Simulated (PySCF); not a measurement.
Species: C₄H₁₄AlN.
Geometry (PBE0-D3(BJ)/def2-SVP, Å), atoms numbered from 1 in this order:
```
atom  x, y, z in Å
C1     2.5217   -0.4581    0.2086
Al2    1.1593    0.2317   -1.0538
N3    -0.6421    0.0997   -0.0048
C4    -1.6950    0.6288   -0.8790
C5    -0.9070   -1.3064    0.3175
C6    -0.5464    0.9009    1.2194
H7     2.6261    0.1462    1.1262
H8     2.3562   -1.5061    0.5134
H9     3.5104   -0.4381   -0.2834
H10    1.1568    1.8213   -1.3293
H11    0.7721   -0.7145   -2.3018
H12   -1.4685    1.6739   -1.1295
H13   -2.6806    0.5747   -0.3833
H14   -1.7216    0.0468   -1.8102
H15   -0.9341   -1.8937   -0.6103
H16   -0.1014   -1.6960    0.9539
H17   -1.8704   -1.4140    0.8469
H18    0.2437    0.4949    1.8648
H19   -0.2860    1.9359    0.9581
H20   -1.5035    0.8934    1.7706
```

The closed-shell ground state was solved at several levels (PySCF, density fitting, gas phase, non-relativistic).

| level | basis functions | HOMO (eV) | LUMO (eV) | gap (eV) | dipole (D) |
| --- | --- | --- | --- | --- | --- |
| PBE0/pcSseg-1 | 179 | -7.10 | 0.78 | 7.88 | 5.11 |
| wB97X-D/pcSseg-1 | 179 | -8.99 | 2.53 | 11.52 | 5.15 |

Q: Estimate the row for wB97X-D/def2-SVPD, a basis of 236 functions; the other rows only guide the guess.

A: HOMO -9.00 eV, LUMO 1.78 eV, gap 10.78 eV, dipole 4.98 D.

Q: Over all these levels, which gives the widest orbital gap and which the narrowest?

A: wB97X-D/pcSseg-1 (range-separated hybrid) has the widest, 11.52 eV, and PBE0/pcSseg-1 (global hybrid, 25 % exact exchange) the narrowest, 7.88 eV. The two share the basis. From the narrowest to the widest the HOMO moves by -1.89 eV and the LUMO by +1.75 eV.

Q: How far do the dipole and the HOMO energy spread over the levels?

A: The dipole runs from 4.98 to 5.15 D (mean 5.08 D) and the HOMO from -9.00 to -7.10 eV.
